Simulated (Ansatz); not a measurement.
Born–Oppenheimer molecular dynamics of a periodic cell of 36 atoms, H6C2O (contents 4 CH3CH2OH, density as packed 0.79 g/cm³ with natural masses). It goes on from the last frame of an earlier run, with new velocities.

Method: Ansatz, DFT PBE-D3(BJ), scalar-relativistic, plane waves, PAW. Settings: accuracy low, cutoff 420 eV, k mesh 1x1x1, fermi-dirac smearing 0.02 eV, no spin polarisation.

| Item | Value |
| --- | --- |
| ensemble | NVT, Langevin thermostat |
| time step | 0.5 fs |
| steps asked | 400 |
| set temperature | 400 K |
| friction | 0.05 /fs |
| seed | 997738 |

First frame:

```xyz
36
Lattice="7.2936 0.0000 0.0000 0.0000 7.2936 0.0000 0.0000 0.0000 7.2936" Properties=species:S:1:pos:R:3
C 3.780 2.304 5.775
C 2.472 2.495 4.992
O 1.995 1.175 4.615
H 1.349 1.248 3.897
H 1.716 2.968 5.591
H 2.703 3.183 4.130
H 4.457 3.198 5.864
H 3.542 1.942 6.842
H 4.377 1.482 5.386
C 0.877 5.133 0.005
C 1.753 5.308 1.274
O 2.600 6.422 1.103
H 2.966 6.612 1.950
H 1.021 5.277 2.103
H 2.432 4.365 1.472
H 0.306 4.304 -0.188
H 0.339 6.034 -0.172
H 1.574 5.000 -0.867
C 5.290 5.349 4.621
C 5.106 6.586 3.796
O 3.758 6.892 3.413
H 3.067 7.326 4.037
H 5.608 7.465 4.303
H 5.716 6.537 2.813
H 6.322 5.179 4.955
H 4.611 5.362 5.495
H 5.052 4.399 4.065
C 7.277 2.175 1.760
C 5.882 1.755 1.433
O 5.928 0.820 0.267
H 5.040 0.530 0.151
H 5.353 1.309 2.283
H 5.318 2.651 1.017
H 7.472 2.938 2.513
H 7.850 1.279 2.078
H 7.811 2.319 0.902
```

**Question.** What does the run give?

**Answer.** All steps were run.

```
steps done                                               : 400
time covered                                             : 200 fs
mean temperature over the second half                    : 376 K
spread of the potential energy over the second half      : 3.9 meV per atom
mean potential energy of the second half above the start : -5.3 meV per atom
```

A run of 0.2 ps of so small a system gives no equilibrium averages. Limits of this set-up: coarse k mesh, low accuracy level.

**Question.** What happens to the structure?

**Answer.** Mean squared displacements from the first frame to the last, about the centre of mass: C 0.13 Å², O 0.16 Å², H 0.52 Å². The details hang on the random start.

**Question.** How do temperature and energy run in time?

**Answer.** 
| time (fs) | T (K) | potential energy less start (eV) |
| --- | --- | --- |
| 0.0 | 389 | 0.000 |
| 16.5 | 416 | -0.112 |
| 33.0 | 338 | -0.032 |
| 49.5 | 403 | -0.109 |
| 66.0 | 418 | -0.226 |
| 82.5 | 336 | -0.054 |
| 99.0 | 349 | -0.133 |
| 115.5 | 377 | -0.290 |
| 132.0 | 372 | -0.172 |
| 148.5 | 300 | -0.174 |
| 165.0 | 406 | 0.079 |
| 181.5 | 310 | -0.125 |
| 198.0 | 406 | -0.058 |

Run time: 16 min on 1 thread of Intel(R) Xeon(R) Platinum 8259CL CPU @ 2.50GHz (Skylake/Cascade Lake), with other jobs on the host, peak memory 0.46 GiB.
